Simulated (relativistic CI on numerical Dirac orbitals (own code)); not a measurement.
Calculated levels, Hg¹⁷⁺

Calculated at this level of theory: Dirac-Coulomb-Breit CI, orbitals from a KLI potential per configuration, model QED, unscaled Slater integrals (own radial code, finite nucleus).

Configurations in the expansion (outside the closed core [Kr] 4d10): 4f¹⁴5s²5p, 4f¹⁴5s5p², 4f¹⁴5s²5d, 4f¹³5s²5p², 4f¹⁴5s5p5d, 4f¹⁴5s²5f, 4f¹⁴5s5p5f, 4f¹⁴5s²5g, 4f¹⁴5s²6s, 4f¹³5s²5p5d, 4f¹⁴5p²5d, 4f¹⁴5s5d², 4f¹⁴5s5p5g, 4f¹⁴5s²6p, 4f¹⁴5p²6s, 4f¹⁴5s5p6s, 4f¹⁴5s²6d, 4f¹³5s²5p6s, 4f¹⁴5s5d6s, 4f¹³5s²5p5f, 4f¹⁴5p³, 4f¹³5p⁴, 4f¹⁴5p5d², 4f¹⁴5d³, 4f¹³5p²5d², 4f¹⁴5d²5f, 4f¹⁴5p5f², 4f¹⁴5d5f², 4f¹³5p²5f², 4f¹⁴5f³, 4f¹⁴5p²5f, 4f¹³5p³5f, 4f¹⁴5s5d5f. Double excitations out of closed p, d and f shells are left out; levels of such configurations are missing from the list, as are those of other unlisted configurations, and high levels can miss mixing partners. Some configurations lack a partner that the ground configuration has and come out too high, among them 4f¹³5s²5p5d, 4f¹³5s²5p6s, 4f¹⁴5s²5g, 4f¹⁴5s²6s, 4f¹⁴5s²6p.

The lowest level is 4f¹⁴5s²5p ²P°1/2, with 99 % of that term; Hund's rules for 4f¹⁴5s²5p give ²P° with J = 1/2, in agreement.

```tsv
No.	Configuration	Term	J	E (cm⁻¹)	%	Next component (%)	Lifetime (s)
1	4f¹⁴5s²5p	²P°	1/2	0	99		
2	4f¹⁴5s²5p	²P°	3/2	199917	99	1 4f¹⁴5p³ ²P°	1.33e-05
3	5s5p²(3P)	⁴P	1/2	337984	68	23 ²S	1.31e-10
4	4f¹³5p²(1S)	²F°	7/2	415281	34	22 ⁴F°	1.55e-01
5	4f¹³5p²(1S)	²F°	5/2	451943	37	31 ⁴G°	4.29e-05
6	5s5p²(3P)	⁴P	3/2	491630	93	5 ²D	1.09e-09
7	5s5p²(1D)	²D	5/2	523532	49	49 ⁴P	2.55e-10
8	5s5p²(1D)	²D	3/2	568962	70	22 ²P	1.50e-11
9	5s5p²(3P)	²P	1/2	586677	71	21 ⁴P	6.05e-12
10	4f¹³5p²(3P)	⁴F°	9/2	595531	58	30 ⁴G°	1.38e-05
11	4f¹³5p²(3P)	²F°	5/2	602397	43	34 ⁴F°	2.79e-06
12	4f¹³5p²(3P)	²G°	7/2	610913	42	33 ⁴D°	7.11e-06
13	4f¹³5p²(1D)	²P°	3/2	615183	49	22 ⁴F°	1.40e-06
14	4f¹³5p²(1D)	²H°	11/2	615522	63	36 ⁴G°	2.52e-04
15	4f¹³5p²(1D)	²D°	5/2	620254	74	16 ⁴D°	4.17e-06
16	4f¹³5p²(3P)	⁴F°	3/2	624872	60	21 ²D°	4.68e-06
17	4f¹³5p²(1D)	²F°	7/2	625658	66	23 ⁴D°	2.14e-05
18	4f¹³5p²(1D)	²G°	9/2	629525	66	20 ⁴G°	7.88e-05
19	4f¹³5p²(3P)	⁴G°	7/2	638981	42	27 ²F°	3.66e-06
20	4f¹³5p²(3P)	⁴G°	5/2	643098	54	19 ²D°	3.83e-06
21	4f¹³5p²(1D)	²P°	1/2	646993	67	32 ⁴D°	5.46e-08
22	4f¹³5p²(1D)	²H°	9/2	649694	60	22 ²G°	2.36e-04
23	4f¹³5p²(1D)	²G°	7/2	661116	57	15 ²F°	9.41e-06
24	4f¹³5p²(1D)	²D°	3/2	661262	69	30 ⁴D°	1.52e-07
25	4f¹³5p²(1D)	²F°	5/2	665538	53	21 ⁴D°	2.41e-06
26	5s5p²(3P)	⁴P	5/2	705951	49	40 ²D	2.91e-10
27	4f¹⁴5s²5d	²D	3/2	762433	66	30 4f¹⁴5s5p² ²P	3.72e-12
28	5s5p²(1S)	²S	1/2	786415	69	19 ²P	9.09e-12
29	5s5p²(3P)	²P	3/2	811431	44	28 4f¹⁴5s²5d ²D	3.52e-12
30	4f¹³5p²(3P)	⁴G°	11/2	816833	63	36 ²H°	6.18e-06
31	4f¹³5p²(1D)	²G°	9/2	818870	59	29 ⁴F°	6.12e-06
32	4f¹⁴5s²5d	²D	5/2	819076	87	9 4f¹⁴5s5p² ²D	4.73e-12
33	4f¹³5p²(1D)	²F°	7/2	820495	63	27 ⁴F°	2.77e-06
34	4f¹³5p²(3P)	²D°	3/2	821810	63	25 ²P°	1.18e-06
35	4f¹³5p²(1D)	²D°	5/2	827404	50	28 ²F°	8.49e-07
36	4f¹³5p²(1D)	²F°	5/2	845974	47	31 ⁴F°	1.64e-07
37	4f¹³5p²(3P)	⁴D°	3/2	850803	47	33 ²D°	8.54e-08
38	4f¹³5p²(3P)	⁴D°	1/2	852354	67	32 ²P°	5.52e-08
39	4f¹³5p²(3P)	²G°	9/2	853617	41	33 ²H°	6.04e-06
40	4f¹³5p²(1D)	²G°	7/2	855222	53	28 ²F°	4.57e-07
41	4f¹³5p²(1S)	²F°	7/2	864446	63	14 ⁴G°	4.57e-07
42	4f¹³5p²(1S)	²F°	5/2	895344	70	14 ⁴G°	3.16e-07
43	4f¹⁴5p³	²P°	3/2	916270	40	28 ²D°	1.19e-11
44	4f¹⁴5s5p5d	⁴F°	3/2	1038482	79	14 ²D°	4.45e-11
45	4f¹⁴5s5p5d	⁴F°	5/2	1055411	40	24 ²D°	1.74e-10
```

Energies count from the lowest computed level; ° marks odd parity; lifetimes are radiative, by E1, M1, E2, M2, E3 decay to levels of this space only. Percentages are summed over parent terms; the parents shown are those of the largest component, closed shells are left out there.

The mean weight of the leading LS term, summed over parents, in these 45 levels is 60 %, and that of the leading jj configuration (from the same eigenvectors) 93 %, so jj coupling describes them better and the LS labels are nominal.

At this charge transitions that keep the count of f electrons are usually good to a few per cent. Levels that differ in their count of f electrons can be misplaced by several ten thousand cm⁻¹, since the correlation energy of f electrons is missing or only estimated; rates across such gaps can be off by orders of magnitude.

LS names give the leading component of a level, which can be under half, so a name can repeat, a term be missing and a line seem to break the LS rules.
